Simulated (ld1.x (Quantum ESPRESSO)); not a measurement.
**Transferability test, ultrasoft potential for Cr**

| Item | Value |
| --- | --- |
| Element | Cr |
| Generator | ld1.x (Quantum ESPRESSO) 7.5 |
| Type | ultrasoft |
| Functional | PBEsol |
| Relativity | scalar-relativistic |
| Frozen core | [Ne] 3s2 |
| Valence charge | 12 |
| Reference configuration | 3p6 3d5 4s1 4p0 |
| Partial waves | 4s (bound): rcut 2.00, rcutus 2.45 bohr; 4s channel at 0.05 Ry: rcut 2.00, rcutus 2.45 bohr; 3p (bound): rcut 1.55, rcutus 1.75 bohr; 4p (bound, empty): rcut 1.55, rcutus 1.75 bohr; 3d (bound): rcut 1.80, rcutus 1.95 bohr; 3d channel at 0.55 Ry: rcut 1.80, rcutus 1.95 bohr |
| Local potential | all-electron potential smoothed inside 1.50 bohr (lloc = -2) |
| Core correction | none |
| Augmentation charge | PSQ, radius 1.55 bohr |

Energies are relative to the spin-unpolarised reference configuration 3p6 3d5 4s1 4p0; without spin polarisation the order of configurations can differ from experiment. Not all tests gave a result: 2 of 7 tests not solved or not reliable. Left out of the table: 3p6 3d3 4s0 4p0 (solver errors, printed error -962 eV); 3p6 3d2 4s0 4p0 (solver errors, printed error -795 eV).

**Question.** Give the all-electron excitation energy and the error of the potential for: 3p6 3d5 4s0 4p0; 3p6 3d4 4s0 4p0; 3p6 3d4 4s1 4p0; 3p6 3d5 4s0.5 4p0; 3p6 3d5 4s0 4p1.

**Answer.**

```
valence configuration  charge  ΔE all-electron (eV)  error AE − PS (meV)
      3p6 3d5 4s0 4p0      +1                 6.873                 +2.8
      3p6 3d4 4s0 4p0      +2                22.887                 +9.0
      3p6 3d4 4s1 4p0      +1                 8.009                 +6.8
    3p6 3d5 4s0.5 4p0    +0.5                 2.707                 +0.2
      3p6 3d5 4s0 4p1       0                 3.143                 -1.2
```

Levels in the configuration 3p6 3d5 4s0 4p1:

```json
{"level": "3p", "all-electron (eV)": "-46.754", "pseudo (eV)": "-46.786"}
{"level": "3d", "all-electron (eV)": "-4.284", "pseudo (eV)": "-4.295"}
{"level": "4p", "all-electron (eV)": "-1.726", "pseudo (eV)": "-1.721"}
```
